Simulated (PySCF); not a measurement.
## Ta²⁺: interval between two levels

Ta²⁺ [Xe] 4f14 5d3 [4F9/2, M_J = 9/2] → Ta²⁺ [Xe] 4f14 5d2 6s1 [4F9/2, M_J = 9/2], as a difference of total energies. Computed with PySCF 2.14 in x2c-SVPall-2c with one added diffuse shell each of s, d type (8s9p10d2f, 99 functions), with the two-component X2C-1e Hamiltonian. "Screened" scales the spin-orbit matrix elements by Boettger's factors to mimic the two-electron term; Breit and QED terms are absent.

```tsv
method	interval between two levels (cm⁻¹)
GHF (spin-free)	7082.2
GHF (screened spin-orbit)	8098.7
```

The labels give the starting determinants; with spin-orbit coupling the two ends relaxed to ⟨J²⟩ = 24.76, ⟨L²⟩ = 13.32, ⟨S²⟩ = 3.42 and ⟨J²⟩ = 24.83, ⟨L²⟩ = 12.55, ⟨S²⟩ = 3.70.
